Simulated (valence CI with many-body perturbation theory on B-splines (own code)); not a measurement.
## Valence orbitals of Ce+

Computed by valence CI with perturbative core correlation (CI+MBPT): three valence electrons over a frozen Dirac-Fock core [Xe], radial functions for each j: 8 s, 8 p, 9 d, 9 f, 6 g, 3 h, 2 i, with the one-electron correlation potential Σ1, the two-electron term Σ2, the three-electron term Σ3, Breit, model QED; selected CI, second order for the rest (own B-spline code, finite nucleus).

Set against measurement, 50 paired levels are off by 524 cm⁻¹ on average, the worst by 1199. These come from a selection out of the NIST Handbook of Basic Atomic Spectroscopic Data. Levels without a partner in it may be off by more, other configurations by several thousand cm⁻¹. 7 measured levels below the end of the list, from 4323 cm⁻¹ on, found no clear computed partner.

These are the spectroscopic orbitals of the CI (the correlating ones are not listed), shaped by the core and the other valence electrons. h is the expectation value of the core's Dirac-Fock operator, without the valence repulsion; Σ1 is computed up to l = 3 at one energy for each symmetry, that of its lowest orbital but kept below the first core excitation, so for empty shells it is not the orbital's own correlation shift; Breit and QED include the response of the core.

```tsv
Orbital	h (hartree)	Σ1 (cm⁻¹)	Breit (cm⁻¹)	QED (cm⁻¹)	⟨r⟩ (bohr)
6s1/2	-0.88116	-4931	19.3	37.8	4.149
7s1/2	-0.44015	-943	4.5	8.5	8.797
8s1/2	-0.27501	-426	2.2	4.2	14.37
6p1/2	-0.70182	-2457	23.0	-1.8	5.168
7p1/2	-0.38035	-733	8.7	-0.7	10.13
8p1/2	-0.24777	-374	4.8	-0.4	15.71
6p3/2	-0.68305	-2164	9.6	0.0	5.320
7p3/2	-0.37295	-661	3.7	0.0	10.33
8p3/2	-0.24465	-345	2.3	0.0	15.87
5d3/2	-1.0406	-9846	-40.5	-28.5	2.776
6d3/2	-0.43601	-788	-2.4	-2.3	8.327
7d3/2	-0.27121	-366	-1.0	-1.1	14.17
5d5/2	-1.0299	-9420	-75.4	-23.7	2.818
6d5/2	-0.43336	-773	-5.7	-1.9	8.386
7d5/2	-0.27008	-361	-2.7	-0.9	14.23
4f5/2	-1.1882	-37449	-773	-143	1.148
5f5/2	-0.36979	-315	-2.5	-0.5	9.131
4f7/2	-1.1791	-36940	-928	-131	1.160
5f7/2	-0.36932	-317	-3.1	-0.4	9.145
5g7/2	-0.24276		0.0	0.0	13.41
5g9/2	-0.24277		0.0	0.0	13.41
```

Among the shells of the start configuration 4f1 5d2, Σ1 is largest in size for 4f5/2, where it is 14 % of h.

Lowest root of each symmetry, sizes in configuration state functions:

```csv
J,Parity,Roots,Reference,Variational,Second order,Change by selected CI (cm⁻¹),Change by second order (cm⁻¹)
3/2,even,1,70,7921,73760,-4464,-15
5/2,even,1,85,13436,95773,-4796,-25
7/2,even,2,82,14752,114199,-3584,-12
9/2,even,4,70,15520,113690,-3680,-11
11/2,even,4,46,13660,101429,-3577,-8
13/2,even,3,27,10914,77669,-3526,-9
1/2,odd,6,22,10174,39996,-2788,-7
3/2,odd,8,38,16469,74852,-2919,-9
5/2,odd,12,45,20840,99841,-2698,-9
7/2,odd,14,45,21914,110507,-2193,-7
9/2,odd,13,38,20110,106970,-2326,-8
11/2,odd,7,26,15428,94746,-2362,-9
13/2,odd,5,12,11771,80292,-2294,-7
15/2,odd,2,4,8065,58021,-2407,-6
```
